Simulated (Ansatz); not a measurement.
`[SiH3][SnH3]` + `NCF` → `FC[NH][SnH3]` + SiH₄  (cleavage of the Sn–Si bond)

Gas-phase electronic energies from Ansatz, PBE0-D4/def2-TZVP geometries. CBS: MP2 limit from def2 TZ/QZ plus the TZ coupled-cluster correction, frozen cores. This one scheme is used for every species. DFT in def2-TZVPP. B3LYP here is the variant with VWN-RPA as its local correlation; programs differ in this. Elements past krypton have def2 core potentials. For Sn outer-core shells are correlated without core-valence functions, which leaves a few kJ/mol of doubt a bond. One conformer a species, not always the lowest.

`[SiH3][SnH3]`:

Z-matrix (Å, degrees):
```
Si
Sn 1 2.560
H 1 1.487 2 110.2
H 1 1.487 2 110.2 3 -120.0
H 1 1.487 2 110.2 3 120.0
H 2 1.708 1 110.8 3 179.5
H 2 1.708 1 110.8 3 -60.5
H 2 1.708 1 110.7 3 59.5
```

`NCF`:

Z-matrix (Å, degrees):
```
C
F 1 1.406
N 1 1.402 2 113.7
H 1 1.092 2 106.1 3 121.3
H 1 1.092 2 106.1 3 -121.3
H 3 1.010 1 112.8 2 62.5
H 3 1.010 1 112.8 2 -62.5
```

`FC[NH][SnH3]`:

```xyz
10

F    -1.731   -0.051    1.145
C    -0.388   -0.456    1.322
N     0.261   -0.769    0.122
Sn    0.487    0.696   -1.283
H    -0.428   -1.319    1.991
H     0.102    0.385    1.821
H    -0.029   -1.664   -0.244
H     1.689    0.119   -2.346
H     0.995    2.054   -0.392
H    -0.959    1.006   -2.136
```

SiH₄:

Cartesian coordinates in Å:
```
Si 0.000 0.000 0.000
H 1.275 0.437 0.622
H -0.171 -1.462 0.196
H 0.028 0.304 -1.453
H -1.133 0.720 0.634
```

```
         level  ΔE (kcal/mol)
     r2SCAN-D4            9.6
      B3LYP-D4            8.5
           PBE           11.6
MP2/def2-QZVPP            7.1
```

What does CCSD(T)/CBS give? (Best estimate.)

The calculation gave: +8.0 kcal/mol. The listed levels differ from it by 1.6, 0.5, 3.6, -0.9 kcal/mol.

Largest T1 diagnostic among the species: 0.013.

The D4 term adds −0.8 kcal/mol with B3LYP and −0.4 kcal/mol with PBE0; it sums over pairs of atoms, weighted by their polarisabilities, and B3LYP, whose exchange is more repulsive, gets the larger term.
